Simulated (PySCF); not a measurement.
**Ionisation energy of O²⁺ by level of theory**

O²⁺ [He] 2s2 2p2 (3P) → O³⁺ [He] 2s2 2p1 (2P), as a difference of total energies. All numbers are calculated (PySCF 2.14, the spin-free X2C one-electron Hamiltonian (Gaussian nucleus), in dyall-av3z (15s9p3d2f, 71 functions)). Correlated levels: valence: 1s2 frozen; virtual orbitals above 40 to 60 times the deepest correlated orbital energy dropped. The calculations carry no spin-orbit coupling.

| method | ionisation energy (eV) |
| --- | --- |
| UHF | 54.607 |
| MP2 (valence) | 54.996 |
| SCS-MP2 (valence) | 54.846 |
| CCSD (valence) | 54.781 |
| CCSD(T) (valence) | 54.791 |

Task: How much does correlation contribute at CCSD(T) (valence)?

Result: 54.791 − (54.607) = 0.184 eV, measured against UHF.

Errors of the correlated levels include the incompleteness of this basis and the frozen core.

For comparison: 54.936 eV (semi-empirical (NIST evaluation); NIST Atomic Spectra Database, ionization energies).
